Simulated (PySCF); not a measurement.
A PySCF script (with the pyscf-properties extension) for the NMR shieldings of `N(CCC#N)[Si@H](N)F`, C3H8FN3Si, on a GFN2-xTB geometry:

```python
import basis_set_exchange as bse
import numpy as np
from pyscf import gto, dft
from pyscf.prop import nmr

atoms = """
N    -2.098396    1.891098   -1.237559
C    -1.880330    0.849496   -0.817475
C    -1.569078   -0.434794   -0.255157
C    -1.026135   -0.278112    1.184031
N     0.148183    0.550821    1.264393
Si    1.703380    0.034849    0.754751
N     1.826072   -0.229423   -0.944484
F     1.883871   -1.452917    1.342026
H    -0.800483   -0.906198   -0.872785
H    -2.467072   -1.056877   -0.254302
H    -0.760934   -1.268584    1.557938
H    -1.807660    0.141985    1.825299
H    -0.071855    1.527765    1.151184
H     2.675905    0.880084    1.422332
H     1.639423    0.536444   -1.571525
H     2.597511   -0.776692   -1.292594
"""
names = dict.fromkeys(["N", "C", "Si", "F", "H"], "pcSseg-1")
basis = {el: gto.basis.parse(bse.get_basis(n, elements=[el], fmt="nwchem")) for el, n in names.items()}
mol = gto.M(atom=atoms, basis=basis, charge=0, verbose=0)
mf = dft.RKS(mol, xc="PBE0")
mf.grids.level = 2
mf.grids.alignment = dft.numint.BLKSIZE   # the property module wants whole blocks of grid points
mf.conv_tol = 1e-9
mf.kernel()

calc = nmr.RKS(mf)   # GIAO
C = mf.mo_coeff
Co = C[:, mf.mo_occ > 0]
resp = mf.gen_response(singlet=True, hermi=2)
def vind(x):   # induced exchange potential for any number of trial vectors
    d = np.einsum("pi,xij,qj->xpq", C, 2 * x.reshape(-1, C.shape[1], Co.shape[1]), Co, optimize=True)
    return np.einsum("xpq,pi,qj->xij", resp(d - d.transpose(0, 2, 1)), C, Co, optimize=True).ravel()
mo1, _ = nmr.rhf.solve_mo1(calc, with_cphf=vind)
sigma = calc.kernel(mo1)
for i, s in enumerate(sigma):   # ppm
    w = np.linalg.eigvalsh((s + s.T) / 2)
    print("%2d %-2s iso %8.1f  s11 %8.1f  s22 %8.1f  s33 %8.1f" % (i, mol.atom_pure_symbol(i), w.mean(), *w))
```

**Question.** Give the expected output.

**Answer.** 
```
 0 N  iso    -31.5  s11   -208.8  s22   -193.0  s33    307.4
 1 C  iso     61.7  s11    -54.4  s22    -50.0  s33    289.6
 2 C  iso    162.4  s11    147.7  s22    161.4  s33    178.3
 3 C  iso    145.5  s11    119.6  s22    154.1  s33    162.9
 4 N  iso    218.3  s11    193.8  s22    210.1  s33    251.2
 5 Si iso    377.4  s11    356.1  s22    378.7  s33    397.5
 6 N  iso    230.8  s11    204.6  s22    227.2  s33    260.5
 7 F  iso    360.4  s11    313.0  s22    360.8  s33    407.5
 8 H  iso     28.4  s11     24.8  s22     27.6  s33     32.9
 9 H  iso     29.6  s11     24.3  s22     27.7  s33     36.8
10 H  iso     28.2  s11     23.1  s22     28.5  s33     33.0
11 H  iso     28.6  s11     22.7  s22     27.7  s33     35.4
12 H  iso     30.2  s11     23.9  s22     27.9  s33     38.9
13 H  iso     26.6  s11     22.6  s22     24.0  s33     33.3
14 H  iso     30.9  s11     24.4  s22     27.5  s33     40.8
15 H  iso     30.6  s11     23.6  s22     26.2  s33     42.0
```

These numbers come from an equivalent density-fitted implementation of the same equations, which agrees with the script to about 0.01 ppm for H and up to a few tenths of a ppm for heavy atoms, so last digits may differ.

**Question.** Turn these shieldings into chemical shifts. Shifts are taken against calculated references (same method and geometry level): NH3 for ¹⁵N (σref 267.73); TMS for ¹³C (σref 186.93), ²⁹Si (σref 349.16), ¹H (σref 31.72); ¹⁹F (σref 170.95) vs CFCl3.

**Answer.** Averaging equivalent atoms: N 0: 299.2; N 4: 49.4; N 6: 37.0; C 1: 125.2; C 3: 41.4; C 2: 24.5; Si 5: -28.3; F 7: -189.5; H 13: 5.09; H 10: 3.52; H 8: 3.28; H 11: 3.14; H 9: 2.11; H 12: 1.47; H 14/15: 0.97 ppm. Unscaled 19F shifts against computed CFCl3 carry errors that often reach 10 to 50 ppm. Experimental scales use liquid or dissolved standards, which lie at an offset from isolated NH3 (liquid NH3: subtract about 20 ppm). Unscaled 15N shifts of sp2 nitrogen come out 20 to 40 ppm too high even then.

Size and cost of the density-fitted run: 183 basis functions, 63 s wall time on 1 thread of an Arm Neoverse N1, shared host; peak memory 0.82 GiB.
